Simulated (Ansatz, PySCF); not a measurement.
Pulling on the B1–H3 bond in aminoborane (SMILES BN) (multiplicity 1 held, fragments rigid). Energies count from the point at 1.193 Å.
Geometry at that point (charge 0, multiplicity 1):
```xyz
6

B     -0.77598     0.04477    -0.00303
N      0.60928    -0.03515     0.00238
H     -1.41382    -0.96287    -0.03106
H     -1.29389     1.11910     0.02047
H      1.20971     0.77280     0.02532
H      1.11297    -0.90681    -0.01625
```

Restricted levels (R-, RO-) in cc, def2 and unpolarised 6-31G sets keep to the state of the molecule at rest. Active spaces are followed from a long bond inwards. Left out are points that failed, MP2 points in a non-variational dive below the minimum, coupled-cluster points behind a sign of a changed root (a jump of the amplitudes, or a one-step jump against full CI or MRCI), small-basis points behind a change of solution, and semi-empirical points at long bonds. Curves can end on different states.

Cores are frozen in the correlated methods. Rows in 3-21G, 6-31G* carry no dispersion term and start afresh at each structure (6-31G* with six Cartesian d functions).

Codes used: Ansatz (Gaussian orbitals); PySCF for 3-21G rows, 6-31G* rows. Each number belongs to the level named beside it.

Energies in kcal/mol.

| R (Å) | R-HF/3-21G | R-B3LYP/6-31G* | R-CCSD(T)/cc-pVTZ | FIC-MRCISD+Q on CASSCF(2,2)/cc-pVTZ |
|---|---|---|---|---|
| 0.954 | 25.4 | 25.3 | 24.2 | 24.1 |
| 1.074 | 5.0 | 5.2 | 4.9 | 4.9 |
| 1.193 | 0.0 | 0.0 | 0.0 | 0.0 |
| 1.312 | 3.5 | 3.0 | 3.1 | 3.1 |
| 1.431 | 11.5 | 10.4 | 10.4 | 10.5 |
| 1.610 | 27.2 | 25.3 | 25.0 | 25.1 |
| 1.789 | 44.5 | 41.3 | 40.6 | 40.6 |
| 2.088 | 72.9 | 66.5 | 64.2 | 64.1 |
| 2.386 | 98.9 | 87.8 | 82.4 | 82.4 |
| 2.744 | 125.9 | 108.1 | 96.4 | 96.8 |
| 3.221 | 155.1 | 127.6 | 102.8 | 106.2 |
| 3.817 | 182.3 | left out | 98.5 | 109.9 |

Doubts at one or more of the structures used: a restricted determinant that unrestricted orbitals would lower (R-HF/3-21G, R-B3LYP/6-31G*, R-CCSD(T)/cc-pVTZ); other coupled-cluster roots lie near (R-CCSD(T)/cc-pVTZ); T1 above 0.05 (R-CCSD(T)/cc-pVTZ).

Ansatz is a program for electronic structure.
